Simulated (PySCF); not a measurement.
This script is equivalent to a calculation on P⁺ (phosphorus, charge +1).

```python
from pyscf import gto, scf, dft, mp, cc
import basis_set_exchange as bse
mol = gto.M(atom="P 0 0 0", charge=1, spin=2, symmetry="D2h",
            basis=gto.basis.parse(bse.get_basis("pcseg-2", elements=["P"], fmt="nwchem", header=False)))
mf = dft.UKS(mol, xc="B3LYP")
mf.irrep_nelec = {'Ag': (3, 3), 'B1u': (2, 1), 'B2u': (2, 1), 'B3u': (1, 1)}
mf.kernel()
```

Question: What total energy does it give?

Answer: -340.907 hartree (calculated).

Question: Which occupied shell lies highest, and where?

Answer: 3p α, at -15.939 eV.

Question: What is ⟨S²⟩, and what would a pure spin state give?

Answer: 2.003, against 2.00.
